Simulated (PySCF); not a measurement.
MgMe(CN), C2H3MgN.
SMILES: `[CH3][Mg][C]#N`

The closed-shell ground state was solved at several levels (PySCF, density fitting, gas phase, non-relativistic). Geometry: PBE0-D3(BJ)/def2-SVP; no solvent, vibrations or thermal averaging.

```json
{"level": "PBE0/def2-SVPD", "basis functions": "105", "total energy (Eh)": "-332.4041", "HOMO (eV)": "-7.84", "LUMO (eV)": "-0.98", "gap (eV)": "6.86", "dipole (D)": "4.12"}
{"level": "PBE0/pcSseg-1", "basis functions": "82", "total energy (Eh)": "-332.5414", "HOMO (eV)": "-7.88", "LUMO (eV)": "-0.90", "gap (eV)": "6.98", "dipole (D)": "4.02"}
```

Problem. Estimate the row for wB97X-D/pcSseg-1, a basis of 82 functions; the other rows only guide the guess.

Solution. Total energy -332.7579 Eh, HOMO -9.75 eV, LUMO 0.61 eV, gap 10.36 eV, dipole 4.00 D.

Problem. Over all these levels, which gives the widest orbital gap and which the narrowest?

Solution. wB97X-D/pcSseg-1 (range-separated hybrid) has the widest, 10.36 eV, and PBE0/def2-SVPD (global hybrid, 25 % exact exchange) the narrowest, 6.86 eV. Functional and basis both differ between the two, so the spread mixes both effects.

Problem. How far do the dipole and the HOMO energy spread over the levels?

Solution. The dipole runs from 4.00 to 4.12 D (mean 4.05 D) and the HOMO from -9.75 to -7.84 eV.

Note: wB97X-D ran without an empirical dispersion term, which enters the total energy and its gradient alone.
